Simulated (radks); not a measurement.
Results of a calculation; reference values are marked as such.
Mean orbital radii <r> (bohr) of neutral tungsten, [Xe] 4f14 5d4 6s2, at several levels of relativity; Dirac values are averaged over j with weights 2j + 1. Spin-unpolarised spherical Kohn-Sham, PBE, point nucleus unless stated (finite: rms radius 5.3658 fm), a radial shooting solver on a logarithmic mesh with Libxc functionals. A level marked "c x" has the speed of light scaled by that factor and shares open shells by 2j + 1; other Dirac levels either fill j = l - 1/2 first or share by 2j + 1.

| shell | non-rel. | Dirac, 2j+1 shares | Dirac, low j first | Dirac, c x 1.25 | change of magnitude, last against first (%) |
|---|---|---|---|---|---|
| 3s | 0.2197 | 0.2005 | 0.2005 | 0.2077 | -5.43 |
| 3p | 0.2097 | 0.2004 | 0.2004 | 0.2038 | -2.82 |
| 3d | 0.1839 | 0.1824 | 0.1824 | 0.1829 | -0.56 |
| 4s | 0.4899 | 0.4494 | 0.4494 | 0.4646 | -5.16 |
| 4p | 0.4970 | 0.4768 | 0.4768 | 0.4842 | -2.57 |
| 4d | 0.5137 | 0.5116 | 0.5116 | 0.5122 | -0.28 |
| 5s | 1.170 | 1.068 | 1.069 | 1.106 | -5.42 |
| 4f | 0.5889 | 0.6085 | 0.6088 | 0.6008 | +2.03 |
| 5p | 1.296 | 1.247 | 1.249 | 1.265 | -2.38 |
| 5d | 1.977 | 2.078 | 2.105 | 2.038 | +3.05 |
| 6s | 3.525 | 3.177 | 3.198 | 3.310 | -6.10 |
| 6p (empty) | 4.911 | 4.822 | 4.873 | 4.854 | -1.15 |
